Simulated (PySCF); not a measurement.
## Two-component Hartree-Fock for Lu(60+) (lutetium, charge +60)

Start: [Ne] 3s1; 3s1/2 filled at m_j = +1/2. Calculated with PySCF 2.14 in an even-tempered Gaussian basis (18 s from 19 bohr⁻², ratio 2.4; 14 p from 24 bohr⁻², ratio 2.4; 4 d from 77 bohr⁻², ratio 2.6; 4 f from 120 bohr⁻², ratio 2.6): generalised Hartree-Fock with the X2C-1e Hamiltonian and a Gaussian nucleus; one run each with spin-orbit coupling (SO) switched off, then screened by Boettger's factors.

```csv
spinor shell,electrons,"ε, spin-free (eV)","ε, screened SO (eV)",weight of nominal j (screened SO),"rms radius, screened SO (bohr)"
1s1/2,2,-68697.6,-68685.1,1.000,0.0219
2s1/2,2,-15703.4,-15700.3,1.000,0.0868
2p1/2,2,-14420.8,-15243.9,1.000,0.0739
2p3/2,4,-14420.8,-14084.1,1.000,0.0805
3s1/2,1,-6457.9,-6457.3,1.000,0.207
```

```json
{"quantity": "E (hartree)", "spin-free": "-10325.00059", "screened SO": "-10336.51913"}
{"quantity": "M_J", "spin-free": "1/2", "screened SO": "1/2"}
{"quantity": "⟨J²⟩", "spin-free": "0.750", "screened SO": "0.750"}
{"quantity": "⟨L²⟩", "spin-free": "0.000", "screened SO": "0.028"}
{"quantity": "⟨S²⟩", "spin-free": "0.750", "screened SO": "0.778"}
```

Each row is a mean over spinors that exchange with the open shell spreads, by up to 15.682 eV (2s1/2).

Breit and QED terms are absent; they matter most for the inner s and p1/2 levels.

Densities and radii are taken from the X2C orbitals without a picture-change correction, which distorts them close to the nucleus.

Without spin-orbit coupling the j labels of p, d and f shells carry no meaning; the spin-free column gives the mean over the occupied spinors of each nl shell.
